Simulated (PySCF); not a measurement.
Isomers of [C6H14N]+ (charge +1), from PBE0-D3(BJ)/def2-SVP geometry optimisation, gas phase in PySCF 2.14.0. One conformer each, no zero-point energy, no frequencies.

Question: Which isomer lies lowest at this level?
A. `[CH3:1][C@@H:2]1[CH2:3][CH2:4][CH2:5][NH2+:6][CH2:7]1` (charge +1) with C1–C2–C3–C4 -71°, C2–C3–C4–C5 -54°, C3–C4–C5–N6 54°, C4–C5–N6–C7 -57°: A = 3486, B = 2555, C = 1942 MHz, dipole 4.35 D
B. `[CH3:1][CH2:2][CH2:3][NH+:4]1[CH2:5][CH2:6][CH2:7]1` (charge +1) with C1–C2–C3–N4 60°, C2–C3–N4–C5 69°, C3–N4–C5–C6 136°, N4–C5–C6–C7 -12°, C5–C6–C7–N4 12°, C3–N4–C7–C6 -136°: A = 5752, B = 1452, C = 1377 MHz, dipole 1.71 D
C. `[CH3:1][N+:2]1([CH3:3])[CH2:4][CH2:5][CH2:6][CH2:7]1` (charge +1) with C1–N2–C4–C5 158°, N2–C4–C5–C6 -39°, C4–C5–C6–C7 26°, C5–C6–C7–N2 -4°: A = 4004, B = 2272, C = 2139 MHz, dipole 1.73 D

Answer: A. That is `C1C[NH2+]C[C@H](C)C1`, 11.9 kcal/mol below the next.

| SMILES | mapped SMILES | E (Eh) | relative (kcal/mol) | relative (kJ/mol) | dipole about centre of mass (D) |
| --- | --- | --- | --- | --- | --- |
| C[C@@H]1CCC[NH2+]C1 | [CH3:1][C@@H:2]1[CH2:3][CH2:4][CH2:5][NH2+:6][CH2:7]1 | -291.05837 | 0.0 | 0.0 | 4.35 |
| C[N+]1(C)CCCC1 | [CH3:1][N+:2]1([CH3:3])[CH2:4][CH2:5][CH2:6][CH2:7]1 | -291.03936 | 11.9 | 49.9 | 1.73 |
| CCC[NH+]1CCC1 | [CH3:1][CH2:2][CH2:3][NH+:4]1[CH2:5][CH2:6][CH2:7]1 | -291.01897 | 24.7 | 103.5 | 1.71 |

As drawn, the highest has a four-membered ring, which the lowest lacks.
